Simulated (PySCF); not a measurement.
## Electronic structure of Ho²⁺ (holmium, charge +2) at the r2SCAN level

Configuration: [Xe] 4f10 5d1, one real determinant (an excited configuration). Calculation: PySCF 2.14, in cc-pVDZ-X2C (8s7p5d3f1g, 84 functions); scalar relativity by spin-free X2C-1e.

| Quantity | Value |
| --- | --- |
| Total energy | -12615.23 hartree |
| One-electron energy | -17237.00 hartree |
| Hartree (Coulomb) energy | 4895.91 hartree |
| Exchange-correlation energy | -274.13 hartree |
| ⟨S²⟩ | 8.7522 |
| ⟨L²⟩ | 40.003 |
| Sum of ⟨r⟩ | 36.38 bohr |
| Sum of ⟨r²⟩ | 40.43 bohr² |
| Traceless quadrupole moment −½Σ⟨3z² − r²⟩ along its main axis | 1.65 e·bohr² |
| Langevin diamagnetic susceptibility | -32.0 ×10⁻⁶ cm³/mol |

| shell | electrons | mean orbital energy (hartree) | spread (hartree) | rms radius, mean of both spins (bohr) |
| --- | --- | --- | --- | --- |
| 1s α | 1 | -2037.21909 | 0 | 0.0236 |
| 1s β | 1 | -2037.21844 | 0 | 0.0236 |
| 2s α | 1 | -342.23785 | 0 | 0.0953 |
| 2s β | 1 | -342.23433 | 0 | 0.0953 |
| 2p α | 3 | -303.83621 | 0.00163 | 0.0858 |
| 2p β | 3 | -303.83292 | 0.00037 | 0.0858 |
| 3s α | 1 | -77.43742 | 0 | 0.245 |
| 3s β | 1 | -77.35715 | 0 | 0.245 |
| 3p α | 3 | -65.58498 | 0.01116 | 0.246 |
| 3p β | 3 | -65.50460 | 0.00597 | 0.246 |
| 3d α | 5 | -50.20730 | 0.01601 | 0.225 |
| 3d β | 5 | -50.14342 | 0.00682 | 0.225 |
| 4s α | 1 | -16.15109 | 0 | 0.551 |
| 4s β | 1 | -15.95556 | 0 | 0.551 |
| 4p α | 3 | -12.20937 | 0.01639 | 0.585 |
| 4p β | 3 | -12.01635 | 0.00195 | 0.585 |
| 4d α | 5 | -6.78432 | 0.03478 | 0.642 |
| 4d β | 5 | -6.59663 | 0.00931 | 0.642 |
| 5s α | 1 | -2.59244 | 0 | 1.34 |
| 5s β | 1 | -2.50073 | 0 | 1.34 |
| 5p α | 3 | -1.64390 | 0.00285 | 1.57 |
| 5p β | 3 | -1.56964 | 0.02998 | 1.57 |
| 4f α | 7 | -0.91006 | 0.05237 | 0.895 |
| 4f β | 3 | -0.81245 | 0.00921 | 0.895 |
| 5d α | 1 | -0.59371 | 0 | 2.48 |

⟨L²⟩ = 40.00 against 72 for a pure L term, so this real determinant mixes terms. Spin-orbit coupling, absent here, splits the open shell strongly.

Densities and radii are taken from the X2C orbitals without a picture-change correction, which distorts them close to the nucleus.
